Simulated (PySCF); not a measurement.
# Radial density of P²⁺ (phosphorus, charge +2)

r2SCAN, [Ne] 3s2 3p1, 2P determinant. All numbers are calculated (PySCF 2.14, the spin-free X2C one-electron Hamiltonian (Gaussian nucleus), in cc-pVDZ-DK).

```tsv
r (bohr)	4πr²ρ (e/bohr)	4πr²(ρα − ρβ)
0.00147	0.06799	0.0000
0.00247	0.1823	0.0000
0.00416	0.4687	0.0000
0.00700	1.178	0.0000
0.0118	2.817	0.0001
0.0198	6.156	0.0003
0.0333	11.48	0.0010
0.0560	16.48	0.0045
0.0942	15.78	0.0196
0.159	10.99	0.0647
0.267	13.62	0.1193
0.448	14.97	0.0625
0.754	5.383	0.0287
1.27	2.042	0.4539
2.13	1.364	0.4927
3.59	0.1145	0.0573
6.04	0.001270	0.0010
```

Densities and radii are taken from the X2C orbitals without a picture-change correction, which distorts them close to the nucleus.
